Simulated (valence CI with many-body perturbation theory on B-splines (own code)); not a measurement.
**Energy levels of Tl47+**

Computed by valence CI with perturbative core correlation (CI+MBPT): six valence electrons over a frozen Dirac-Fock core [Ar] 3d10, radial functions for each j: 9 s, 9 p, 8 d, 6 f, 3 g, 1 h, with the one-electron correlation potential Σ1 (screened to all orders), the two-electron term Σ2, the three-electron term Σ3, Breit, model QED; selected single and double excitations, second order for the rest, scaled by the run's own slope (own B-spline code, finite nucleus).

The last digits are not significant, and no measured levels were compared; by estimate large intervals hold to a few tenths of a per cent, small ones and those within an open d or f shell to about a per cent. Among the levels kept, up to 650 cm⁻¹ of a level comes from second order outside the variational space, and about a tenth of that is noise between levels of different J, which matters for small intervals.

Levels 1 to 40 of 40, with energies above the lowest level, (4s^2 4p1/2^2 4p3/2^2) J=2. "Leading %" is the weight of the configuration and term that name the level; weights of strongly mixed levels are sums over their largest components and can fall short, so below about 35 % the name and the second component can differ from the true leading terms, or belong to a minority configuration. In the jj column 3d3/2^4 stands for four electrons in 3d with j = 3/2.

```tsv
No.	Configuration	Term	J	E (× 10³ cm⁻¹)	Leading %	Second component	g	Leading jj
1	4s2 4p4	3P	2	0.00	68	31 % 4s2 4p4 1D	1.339	4s^2 4p1/2^2 4p3/2^2 (99 %)
2	4s2 4p4	1S	0	81.68	63	36 % 4s2 4p4 3P		4s^2 4p1/2^2 4p3/2^2 (99 %)
3	4s2 4p4	3P	1	1217.7	99		1.496	4s^2 4p1/2 4p3/2^3 (99 %)
4	4s2 4p4	1D	2	1258.4	68	31 % 4s2 4p4 3P	1.150	4s^2 4p1/2 4p3/2^3 (99 %)
5	4s2 4p3 4d	3D°	2	1440.8	31	20 % 4s2 4p3 4d 3F°	1.047	4s^2 4p1/2^2 4p3/2 4d3/2 (98 %)
6	4s2 4p3 4d	3P°	0	1468.1	61	27 % 4s2 4p3 4d 5D°		4s^2 4p1/2^2 4p3/2 4d3/2 (99 %)
7	4s2 4p3 4d	3D°	1	1471.5	31	28 % 4s2 4p3 4d 3P°	1.124	4s^2 4p1/2^2 4p3/2 4d3/2 (97 %)
8	4s2 4p3 4d	3F°	3	1477.3	28	20 % 4s2 4p3 4d 3G°	1.103	4s^2 4p1/2^2 4p3/2 4d3/2 (96 %)
9	4s2 4p3 4d	3F°	4	1717.0	49	26 % 4s2 4p3 4d 5D°	1.259	4s^2 4p1/2^2 4p3/2 4d5/2 (99 %)
10	4s2 4p3 4d	3P°	2	1741.2	32	28 % 4s2 4p3 4d 3D°	1.255	4s^2 4p1/2^2 4p3/2 4d5/2 (94 %)
11	4s2 4p3 4d	3D°	3	1844.5	40	18 % 4s2 4p3 4d 3F°	1.196	4s^2 4p1/2^2 4p3/2 4d5/2 (94 %)
12	4s2 4p3 4d	3D°	1	1878.7	35	30 % 4s2 4p3 4d 3P°	1.054	4s^2 4p1/2^2 4p3/2 4d5/2 (96 %)
13	4s 4p5	3P°	2	2204.2	89		1.475	4s 4p1/2^2 4p3/2^3 (89 %)
14	4s 4p5	1P°	1	2314.9	49	36 % 4s 4p5 3P°	1.173	4s 4p1/2^2 4p3/2^3 (84 %)
15	4s2 4p4	3P	0	2508.4	63	36 % 4s2 4p4 1S		4s^2 4p3/2^4 (98 %)
16	4s2 4p3 4d	3D°	1	2617.5	45	41 % 4s2 4p3 4d 5D°	0.995	4s^2 4p1/2 4p3/2^2 4d3/2 (96 %)
17	4s2 4p3 4d	3F°	2	2617.6	44	29 % 4s2 4p3 4d 5D°	1.033	4s^2 4p1/2 4p3/2^2 4d3/2 (98 %)
18	4s2 4p3 4d	5D°	0	2621.7	52	26 % 4s2 4p3 4d 1S°		4s^2 4p1/2 4p3/2^2 4d3/2 (96 %)
19	4s2 4p3 4d	3G°	3	2652.7	32	31 % 4s2 4p3 4d 3F°	1.084	4s^2 4p1/2 4p3/2^2 4d3/2 (96 %)
20	4s2 4p3 4d	3G°	4	2690.2	50	36 % 4s2 4p3 4d 1G°	1.052	4s^2 4p1/2 4p3/2^2 4d3/2 (99 %)
21	4s2 4p3 4d	3F°	2	2740.9	65	23 % 4s2 4p3 4d 1D°	0.819	4s^2 4p1/2 4p3/2^2 4d3/2 (96 %)
22	4s2 4p3 4d	3D°	3	2820.4	46	21 % 4s2 4p3 4d 1F°	1.213	4s^2 4p1/2 4p3/2^2 4d3/2 (91 %)
23	4s2 4p3 4d	3P°	2	2830.1	38	25 % 4s2 4p3 4d 3D°	1.268	4s^2 4p1/2 4p3/2^2 4d3/2 (91 %)
24	4s2 4p3 4d	3S°	1	2839.9	37	31 % 4s2 4p3 4d 3P°	1.510	4s^2 4p1/2 4p3/2^2 4d3/2 (89 %)
25	4s2 4p3 4d	3D°	3	2880.5	52	23 % 4s2 4p3 4d 3F°	1.285	4s^2 4p1/2 4p3/2^2 4d5/2 (95 %)
26	4s2 4p3 4d	5D°	4	2881.8	52	21 % 4s2 4p3 4d 3G°	1.299	4s^2 4p1/2 4p3/2^2 4d5/2 (99 %)
27	4s2 4p2 4d2	3F	2	2908.2	39	24 % 4s2 4p2 4d2 5G	0.759	4s^2 4p1/2^2 4d3/2^2 (97 %)
28	4s2 4p3 4d	3D°	1	2908.8	42	34 % 4s2 4p3 4d 1P°	0.885	4s^2 4p1/2 4p3/2^2 4d3/2 (88 %)
29	4s2 4p3 4d	3F°	4	2934.9	70	28 % 4s2 4p3 4d 1G°	1.179	4s^2 4p1/2 4p3/2^2 4d5/2 (98 %)
30	4s2 4p3 4d	3D°	1	2943.4	38	25 % 4s2 4p3 4d 1P°	0.964	4s^2 4p1/2 4p3/2^2 4d5/2 (88 %)
31	4s2 4p3 4d	1S°	0	2947.2	49	45 % 4s2 4p3 4d 3P°		4s^2 4p1/2 4p3/2^2 4d5/2 (93 %)
32	4s2 4p3 4d	3G°	5	2949.9	99		1.194	4s^2 4p1/2 4p3/2^2 4d5/2 (99 %)
33	4s2 4p2 4d2	3P	0	2990.3	57	28 % 4s2 4p2 4d2 5D		4s^2 4p1/2^2 4d3/2^2 (96 %)
34	4s2 4p3 4d	3D°	2	3021.6	44	39 % 4s2 4p3 4d 3P°	1.280	4s^2 4p1/2 4p3/2^2 4d5/2 (98 %)
35	4s2 4p3 4d	1F°	3	3052.3	36	32 % 4s2 4p3 4d 3F°	1.121	4s^2 4p1/2 4p3/2^2 4d5/2 (99 %)
36	4s2 4p3 4d	3D°	2	3087.5	44	18 % 4s2 4p3 4d 1D°	1.086	4s^2 4p1/2 4p3/2^2 4d5/2 (94 %)
37	4s2 4p3 4d	3S°	1	3099.1	33	28 % 4s2 4p3 4d 1P°	1.288	4s^2 4p1/2 4p3/2^2 4d5/2 (92 %)
38	4s2 4p3 4d	1F°	3	3131.3	46	18 % 4s2 4p3 4d 3D°	1.082	4s^2 4p1/2 4p3/2^2 4d5/2 (92 %)
39	4s2 4p3 4d	3P°	2	3148.1	42	33 % 4s2 4p3 4d 1D°	1.239	4s^2 4p1/2 4p3/2^2 4d5/2 (93 %)
40	4s2 4p2 4d2	3F	3	3204.5	30	22 % 4s2 4p2 4d2 5G	1.083	4s^2 4p1/2^2 4d3/2 4d5/2 (92 %)
```

The ionisation energy to 4s2 4p3 2P°_3/2 of the next ion comes out as 2576.1 eV (NIST: 2574 ± 4 eV (theoretical)). All 40 levels together are meant to be complete up to 3211.0 × 10³ cm⁻¹.
